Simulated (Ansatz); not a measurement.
Correlation energies of C2H3F2NSi, SMILES `N=C1C(F)[SiH]1F` by basis set

Cartesian coordinates in Å:
```
N -1.2288 0.9850 1.2408
C -0.5810 0.1576 0.5483
C -0.2168 -0.0786 -0.8845
F -0.3010 0.8939 -1.8338
Si 1.0857 -0.6117 0.3601
F 1.4725 -2.1516 0.4221
H -1.7892 1.6033 0.6449
H -0.6959 -1.0088 -1.2234
H 2.2545 0.2108 0.7255
```

Total charge 0; spin multiplicity 1. All single points use the PBE0-D4/def2-TZVP geometry. It is one conformer, not always the lowest. Frozen core, restricted reference, Ansatz 0.2.0. CBS rows extrapolate triple and quadruple zeta; past MP2 they add the triple-zeta difference.

```json
{"basis": "def2-SVP", "HF (Eh)": "-619.33096", "MP2 corr.": "-0.87983"}
{"basis": "def2-TZVPP", "HF (Eh)": "-619.85084", "MP2 corr.": "-1.12505"}
{"basis": "def2-QZVPP", "HF (Eh)": "-619.87488", "MP2 corr.": "-1.21717"}
```

Q: Estimate the CCSD correlation energy and the (T) correction in each basis where they were run (hartree).

A: 
```csv
basis,CCSD corr.,(T)
def2-SVP,-0.91336,-0.02713
def2-TZVPP,-1.14665,-0.04677
CBS(def2),-1.30702,as TZ
```
